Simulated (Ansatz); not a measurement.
Input file for B₂ClH₆NSi (`BB(Cl)N[SiH3]`):

```yaml
crystal:
  periodic: [false, false, false]
  atoms:
    - {symbol: B, position_ang: [0.490969, 0.647978, 2.308639]}
    - {symbol: B, position_ang: [0.387891, 0.052370, 0.753083]}
    - {symbol: Cl, position_ang: [1.781069, -1.040765, 0.441370]}
    - {symbol: N, position_ang: [-0.526341, 0.237434, -0.285334]}
    - {symbol: Si, position_ang: [-0.467276, -0.485145, -1.882255]}
    - {symbol: H, position_ang: [1.117488, 1.637658, 2.559026]}
    - {symbol: H, position_ang: [0.024995, 0.053783, 3.238404]}
    - {symbol: H, position_ang: [-1.305806, 0.852237, -0.102680]}
    - {symbol: H, position_ang: [-1.661345, 0.034161, -2.597193]}
    - {symbol: H, position_ang: [-0.537346, -1.963566, -1.804973]}
    - {symbol: H, position_ang: [0.761103, -0.083042, -2.607486]}
basis:
  gaussian: {orbitals: def2-TZVPP}
correlation: {method: ccsd_t}
```

```sh
$ ansatz run in.yaml --threads 4 --pin off --events-out ev --progress --plain --max-ram 10444MiB
```

The program prints (abridged):

```
Functional definition: HF
1521 factors; integrals over basis functions are off by at most 9.9e-4 eV
mean field evaluation 1: about -23286.2748 eV, gradient 3.5e1 eV
mean field evaluation 2: about -23286.4904 eV, gradient 3.6e1 eV
mean field evaluation 4: about -23289.8122 eV, gradient 4.2e0 eV
mean field evaluation 8: about -23289.8823 eV, gradient 2.1e-1 eV
mean field -23289.88263513 eV, -855.8874003914 hartree, gradient 2.7e-6 eV, S^2 0.000000; 0 other end points of the search recorded, 0 dependent functions left out
13 core orbitals not correlated: weight in the atoms' cores, before any rotation towards them, 1.000 or more for the frozen orbitals, at most 0.000 for the correlated occupied ones
reference -23289.88263513 eV, -855.8874003914 hartree; 14, 14 occupied and 234, 234 virtual orbitals, 1521 factors
second order -19.53944918 eV of doubles, -0.00000000 eV of singles
cycle   1  -20.57518873 eV  change    -1.0e0 eV  update   9.9e-2
cycle   2  -21.12604890 eV  change   -5.5e-1 eV  update   2.9e-2
cycle   3  -21.22648690 eV  change   -1.0e-1 eV  update   1.5e-2
cycle   4  -21.21452764 eV  change    1.2e-2 eV  update   4.1e-3
cycle   5  -21.21385655 eV  change    6.7e-4 eV  update   1.9e-3
cycle   6  -21.21407377 eV  change   -2.2e-4 eV  update   6.4e-4
cycle   7  -21.21387009 eV  change    2.0e-4 eV  update   2.7e-4
cycle   8  -21.21393312 eV  change   -6.3e-5 eV  update   1.2e-4
cycle   9  -21.21397245 eV  change   -3.9e-5 eV  update   5.1e-5
cycle  10  -21.21394007 eV  change    3.2e-5 eV  update   2.2e-5
perturbative correction -0.84325088 eV, -0.0309888983 hartree
Total energy: -23311.93982608 eV, -856.6979872081 hartree
```

Hardware: 4 threads of an Arm Neoverse N1 on a shared host. Wall time 4.1 min, peak host memory 5.9 GiB.

The correlation energy is -22.057 eV, 3.8 % of it from (T); the T1 diagnostic reads 0.0121.
